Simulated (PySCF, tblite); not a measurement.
Isomers of C4H6N2OSi. Calculated harmonic vibrations of the isolated species, GFN2-xTB (tblite), most abundant isotopes, no scaling. Against measured fundamentals such values can be off by several per cent, at times by over 20. Modes of hydrogen on silicon can be 10 to 20 % off. One conformer each.

Electronic energies: PBE0/pcSseg-1 single points on the GFN2-xTB geometries (PySCF, gas phase).

| SMILES | electronic energy, lowest = 0 (kcal/mol) |
| --- | --- |
| C/C(C#N)=N/[SiH2]C=O | 39.2 |
| C=NC(=C)O[SiH2]C#N | 25.6 |
| O=Cc1nccn1[SiH3] | 0.0 |

**Question.** How do GFN2-xTB zero-point energies change the relative energies?

**Answer.** 
| SMILES | ZPE (kcal/mol) | of it from modes above 1550 cm⁻¹ | electronic (kcal/mol) | with ZPE, lowest = 0 (kcal/mol) | lowest mode (cm⁻¹) | rings |
| --- | --- | --- | --- | --- | --- | --- |
| O=Cc1nccn1[SiH3] | 58.6 | 25.4 | 0.0 | 0.0 | 131 | 1 |
| C=NC(=C)O[SiH2]C#N | 56.8 | 32.4 | 25.6 | 23.8 | 23 | 0 |
| C/C(C#N)=N/[SiH2]C=O | 56.4 | 31.7 | 39.2 | 37.0 | 35 | 0 |

The zero-point energies span 2.2 kcal/mol, from `C/C(C#N)=N/[SiH2]C=O` to `O=Cc1nccn1[SiH3]`. The order is unchanged.

**Question.** And how do the electronic energies of GFN2-xTB itself compare?

**Answer.** `O=Cc1nccn1[SiH3]` 0.0; `C=NC(=C)O[SiH2]C#N` 49.3; `C/C(C#N)=N/[SiH2]C=O` 70.9 kcal/mol, lowest = 0. Against the energies above, taken from the same isomer `O=Cc1nccn1[SiH3]`, the largest difference is 31.7 kcal/mol.
